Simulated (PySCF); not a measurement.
**H₂CoN, quintet: structure and spectrum**

All numbers come from PySCF, UPBE0, basis Co def2-TZVP, N def2-TZVP, H def2-TZVP (no relativity, density fitting).

The structure is a minimum.

| Property | Result |
| --- | --- |
| Point group | C2v |
| Bond lengths | Co–H 1.746 Å (×2), Co–N 1.693 Å, H–H 0.797 Å |
| Bond angles | Co–H–H 76.8° (×2), H–Co–H 26.4°, H–Co–N 166.8° (×2) |
| Principal quadrupole moments (Buckingham, traceless) about the centre of mass | -3.39, 1.39, 2.00 D Å |
| Heat capacity Cp at 298.15 K | 55.7 J/(mol K) |
| Highest occupied level (α) | -6.37 eV |
| Rotational symmetry number | 2 |
| Enthalpy at 298.15 K above 0 K | 12.90 kJ/mol |
| Zero-point energy | 40.8 kJ/mol |
| Entropy at 298.15 K and 1 bar (electronic part: spin only) | 260.2 J/(mol K) |
| Atomisation energy without zero-point energy | 700 kJ/mol |
| Rotational constants | 52.61, 0.4165, 0.4133 cm⁻¹ |
| Principal polarisabilities | 23.8, 27.2, 58.6 bohr³ |
| Spin squared ⟨S²⟩ | 6.020 |
| Lowest empty level (β) | -2.15 eV |
| Dipole moment | 5.00 D |

Harmonic modes (masses in u: Co 58.933, N 14.003, H 1.008):
| symmetry | ω (cm⁻¹) | IR (km/mol) |
| --- | --- | --- |
| b1 | 285 | 0.4 |
| b2 | 333 | 0.3 |
| a1 | 495 | 0.9 |
| a1 | 800 | 146 |
| b2 | 1303 | 13.2 |
| a1 | 3598 | 207 |

In C2v the vibrations span b1 + 2b2 + 3a1. Here b1 is antisymmetric to the molecular plane and b2 lies in it.

Charges (e):
```
atom  Mulliken  Löwdin  polar tensor  spin (Mulliken)  Mayer order to Co1
 Co1      0.25    0.05          0.21             2.21                   –
  N2     -0.43   -0.27         -0.47             1.77                1.68
H3,4      0.09    0.11          0.13             0.01                0.30
```
Other Mayer orders above 0.3: H–H 0.66.

Mulliken populations on Co1: s 6.57, p 12.27, d 7.90, f 0.00.

Outer orbital energies (eV). α occupied: -9.66, -9.63, -9.50, -9.27, -8.31, -6.56, -6.46, -6.37; empty: -0.55, 0.21, 1.50, 2.47. β occupied: -17.31, -15.01, -7.31, -7.16, -7.07, -6.64; empty: -2.15, -1.82, -1.20, -0.75.

Other isomers or separated fragments may lie lower. Other spin states or occupations of the open shell can lie lower.

The final relaxation and frequency run took 30 s on 4 threads of a shared Arm Neoverse V1 host, with 88 basis functions and 12 gradients; the process peaked at 1 GiB.
